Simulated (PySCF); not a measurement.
Delta-SCF ions had no search for a lower state. Excitations are Tamm–Dancoff values on a coarser integration grid. The basis has no diffuse functions, so Rydberg states are missing or too high.

**[Ga(H)3(NCH)] (charge 0, multiplicity 1)**

Method: PBE0-D3(BJ)/def2-TZVP // PBE0-D3(BJ)/def2-SVP (PySCF 2.14.0).

```json
{
 "HOMO": "-7.58 eV",
 "dipole_moment": "5.92 D",
 "HOMO–LUMO gap": "6.45 eV",
 "LUMO": "-1.13 eV",
 "S1 excitation (TDA)": "5.32 eV",
 "S1 oscillator strength": "0.000",
 "brightest of the four lowest singlets (TDA)": "5.66 eV",
 "vertical ionisation energy (Delta-SCF)": "9.89 eV",
 "charge on the central atom (Mulliken)": "0.14 e",
 "charge on the central atom (meta-Löwdin)": "0.04 e",
 "total_energy": "-2019.7287 Ha",
 "cost": "roughly 70 core-seconds"
}
```

```xyz
7

Ga     0.0879    -0.0412    -0.0677
H     -0.3120     0.7376    -1.3796
H      1.2714     0.5168     0.8131
H     -0.2907    -1.5676     0.0521
C     -2.3819     1.1159     1.8325
N     -1.5287     0.7162     1.1760
H     -3.1851     1.4922     2.4503
```
Charge 0, spin multiplicity 1.
